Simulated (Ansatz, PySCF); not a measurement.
Reaction (SMILES): ClB(Cl)Cl -> Cl[B]Cl + Cl atom (the B-Cl bond at the site shown breaks; other sites are not compared here)
Each molecule is optimised on its own at B3LYP-D3(BJ)/def2-TZVP (Ansatz, an electronic-structure program).

Wanted: bond dissociation energy (enthalpy at 298 K, with B3LYP-D3(BJ) rigid-rotor harmonic-oscillator terms from PySCF), in kcal/mol. Valence correlation only, unless marked. Open shells are spin-unrestricted. No spin-orbit coupling. Non-relativistic. CBS(X,Y): correlation extrapolated as X^-3; Hartree-Fock from the larger set.

CCSD(T)/CBS(cc-pV(T+d)Z,cc-pV(Q+d)Z) (Ansatz) gives 119.5 kcal/mol.

Task: Another calculation gave 117.5 kcal/mol. Which level was it?
(A) PBE/def2-TZVPD (Ansatz)
(B) B97M-V/def2-TZVPD (Ansatz)
(C) BHLYP/def2-TZVPD (Ansatz)
(D) SVWN5/def2-TZVPD (Ansatz)

Result: A, PBE/def2-TZVPD (Ansatz). The others give 134.7 (SVWN5), 120.6 (B97M-V), 110.4 (BHLYP) kcal/mol.
